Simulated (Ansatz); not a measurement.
Forces on ErCl3 at its r2SCAN-D4/def2-SVP geometry. Charge 0, multiplicity 4.

In the def2 sets Er takes a core potential; there is no spin–orbit coupling. With an open 4f shell the SCF may have ended on a state above the lowest.

PBE-D4/def2-TZVP (Ansatz), largest force 0.36 eV/Å:

```xyz
4
positions Å, forces eV/Å
Er   -0.001    0.008   -0.002   -0.004    0.002   -0.003
Cl    2.281    0.560   -0.544    0.338    0.083   -0.079
Cl   -1.385   -1.114   -1.624   -0.204   -0.165   -0.240
Cl   -0.895    0.546    2.171   -0.130    0.081    0.321
```

r2SCAN-D4/def2-TZVP (Ansatz), largest force 0.08 eV/Å:

```
Er -0.003 -0.002 -0.003
Cl 0.072 0.019 -0.015
Cl -0.043 -0.035 -0.051
Cl -0.026 0.018 0.070
```
